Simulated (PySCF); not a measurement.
Nuclear repulsion and electron count by hand

System: BF$_{3}$, charge +1, doublet, geometry from GFN2-xTB (a state made from the parent by changing its charge; the spin is typed, not shown lowest). Level: CAMB3LYP/STO-3G in PySCF. Sums are taken with unrounded values, so a last digit can differ.

Coordinates (Å):

```
atom         x         y         z
----  --------  --------  --------
B1     0.02352  -0.01117   0.01055
F2    -1.11174  -0.66660  -0.01863
F3    -0.01440   1.20152  -0.48664
F4     1.11307  -0.52871   0.49940
```

Work out the nuclear repulsion energy and the numbers of alpha and beta electrons.

In atomic units each pair adds Z_i Z_j / r_ij, with r in bohr (1 bohr = 0.529177 Å).
| pair | r (Å) | r (bohr) | Z_i Z_j | term (Eh) |
|---|---|---|---|---|
| B1-F2 | 1.3112 | 2.4778 | 45 | 18.1612 |
| B1-F3 | 1.3112 | 2.4778 | 45 | 18.1612 |
| B1-F4 | 1.3015 | 2.4595 | 45 | 18.2964 |
| F2-F3 | 2.2165 | 4.1886 | 81 | 19.3380 |
| F2-F4 | 2.2885 | 4.3246 | 81 | 18.7300 |
| F3-F4 | 2.2885 | 4.3246 | 81 | 18.7300 |
The sum is 111.4168 Eh; PySCF gives 111.4168 Eh. The atomic numbers add up to 32, so at charge +1 there are 31 electrons; multiplicity 2 means 1 unpaired, so 16 alpha and 15 beta.
